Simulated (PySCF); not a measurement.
Al(Cl)2(SMe) (CH3AlCl2S), SMILES C[S][Al]([Cl])[Cl].

Geometry optimised at B3LYP-D3(BJ)/def2-SVP. One conformer was computed; it need not be the lowest.

Calculation: M06-2X/def2-TZVP (PySCF).

The molecule is in vacuum.

| Quantity | Value |
|---|---|
| total energy | -1601.10142 hartree |
| point group | Cs |
| highest occupied level | -8.77 eV |
| lowest empty level | -0.36 eV |
| orbital gap | 8.41 eV |
| dipole moment | 0.438 e·Å |
| quadrupole, principal values (traceless, Buckingham form, about the centre of nuclear charge) | -7.72, 3.29, 4.43 D·Å |
| mean static polarisability | 78.3 bohr³ (11.61 Å³) |
| polarisability, principal values | 57.5, 80.4, 97.1 bohr³ |
